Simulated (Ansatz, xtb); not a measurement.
## Relative energy of two isomers of C4H5Cl3O

We compare a, `O=CCC(Cl)(Cl)CCl`, a singlet, with b, `C[C@H](C=O)C(Cl)(Cl)Cl`, a singlet. Both are isolated molecules in the gas phase, relaxed with B3LYP-D3(BJ)/def2-SVP, each in the lowest conformer that the search found.

a (Å):

```yaml
atoms:
  - { symbol: C, position_ang: [2.3333, -1.3783, -1.2934] }
  - { symbol: C, position_ang: [1.8016, -0.1475, -0.5890] }
  - { symbol: C, position_ang: [0.6877, 0.6227, -1.2884] }
  - { symbol: C, position_ang: [0.9965, 1.0800, -2.7117] }
  - { symbol: Cl, position_ang: [0.2840, 2.0598, -0.2631] }
  - { symbol: Cl, position_ang: [-0.7846, -0.4278, -1.4102] }
  - { symbol: Cl, position_ang: [2.5046, 2.0575, -2.7929] }
  - { symbol: O, position_ang: [2.0931, -1.7130, -2.4241] }
  - { symbol: H, position_ang: [3.0304, -1.9792, -0.6524] }
  - { symbol: H, position_ang: [2.6604, 0.5326, -0.4474] }
  - { symbol: H, position_ang: [1.4683, -0.4348, 0.4207] }
  - { symbol: H, position_ang: [1.1445, 0.1932, -3.3371] }
  - { symbol: H, position_ang: [0.1711, 1.6942, -3.0888] }
```

b (Å):

| atom | x (Å) | y (Å) | z (Å) |
| --- | --- | --- | --- |
| C | -1.4361 | -0.4477 | 1.0770 |
| C | -0.7975 | 0.9324 | 0.9467 |
| C | -1.7147 | 1.8923 | 0.1710 |
| C | 0.6167 | 0.9234 | 0.3454 |
| Cl | 0.5393 | 0.4319 | -1.3849 |
| Cl | 1.3462 | 2.5711 | 0.4438 |
| Cl | 1.6927 | -0.2059 | 1.2334 |
| O | -2.8925 | 1.6963 | 0.0331 |
| H | -1.4704 | -0.9511 | 0.1001 |
| H | -0.8801 | -1.0770 | 1.7826 |
| H | -2.4687 | -0.3260 | 1.4288 |
| H | -0.6786 | 1.3839 | 1.9497 |
| H | -1.2240 | 2.8096 | -0.2312 |

Quicker runs give these differences E(b) − E(a): GFN2-xTB +2.0 kcal/mol; HF/STO-3G +7.3 kcal/mol (at GFN2-xTB geometries); r2SCAN-D4/def2-SVP +5.0 kcal/mol (at GFN2-xTB geometries).

Q: Estimate E(b) − E(a) at the level CCSD(T)/def2-SVP + ΔMP2/def2-TZVPP.

A: Calculated at CCSD(T)/def2-SVP + ΔMP2/def2-TZVPP: E(b) − E(a) = +6.2 kcal/mol, so structure a lies lower.

How the difference moves with the method:

| level | geometry | E(b) − E(a) (kcal/mol) | departure from the last row (kcal/mol) | job, with rough time for the two |
| --- | --- | --- | --- | --- |
| GFN2-xTB | GFN2-xTB | +2.0 | −4.2 | optimisation, 0.58 s |
| HF/STO-3G | GFN2-xTB | +7.3 | +1.1 | single point, 0.61 s |
| r2SCAN-D4/def2-SVP | GFN2-xTB | +5.0 | −1.3 | single point, 5 s |
| B3LYP-D3(BJ)/def2-SVP | B3LYP-D3(BJ)/def2-SVP | +5.4 | −0.8 | optimisation, 52 s |
| HF/def2-SVP | B3LYP-D3(BJ)/def2-SVP | +9.6 | +3.3 | part of the CCSD(T) run |
| MP2/def2-SVP | B3LYP-D3(BJ)/def2-SVP | +4.3 | −1.9 | part of the CCSD(T) run |
| CCSD(T)/def2-SVP | B3LYP-D3(BJ)/def2-SVP | +5.0 | −1.2 | single point |
| CCSD(T)/def2-SVP + ΔMP2/def2-TZVPP | B3LYP-D3(BJ)/def2-SVP | +6.2 |  | single point, 94 s |

As drawn, both hold the same kinds of bond in the same numbers. Structure a has 0 methyl groups, b 1.

None of the levels shown reverses the order. The largest departure from CCSD(T)/def2-SVP + ΔMP2/def2-TZVPP is that of GFN2-xTB, 4.2 kcal/mol. The last row adds to CCSD(T) the change of the MP2 difference between the two basis sets, here +1.2 kcal/mol.

With thermal terms from frequencies at re-optimised GFN2-xTB minima (ideal gas, soft modes damped towards free rotors, one conformer each, 298.15 K, 1 atm): on the last row, ΔE + ΔZPE = +6.1, ΔH = +6.3, ΔG = +6.0 kcal/mol.

The correlated steps freeze 20 core orbitals. Mirror images aren't counted in ΔG. Programs: Ansatz 0.2.0, xtb 6.7.1; the last row on 4 threads of Arm Neoverse V1 on a shared host.
